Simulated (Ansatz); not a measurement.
The Sn1–S2 bond of SnS is stretched (multiplicity 1).


Cores are frozen in the correlated methods. Filled d and f shells under p-block atoms count as core.

The values were computed with Ansatz (Gaussian orbitals). Values without a source in brackets are computed. In def2 rows elements past Kr take small-core potentials, without spin–orbit coupling.

FIC-MRCISD+Q on CASSCF(10,8)/def2-SVP, total energies (hartree):

```csv
R (Å),CASSCF,MRCISD,weight c² of the reference
2.223,-610.863223,-611.002810,0.92990
3.890,-610.719025,-610.859770,0.92304
8.891,-610.705895,-610.842875,0.92490
```

Add the Davidson correction (E_MRCISD − E_CASSCF)(1 − c²)/c² and give the energies above the first point at the three levels.


Corrections (hartree): -0.010523, -0.011734, -0.011122. Above the first point (kcal/mol):
- R = 3.890 Å: CASSCF 90.5, MRCISD 89.8, with the correction 89.0
- R = 8.891 Å: CASSCF 98.7, MRCISD 100.4, with the correction 100.0

Ansatz is a first-principles code.
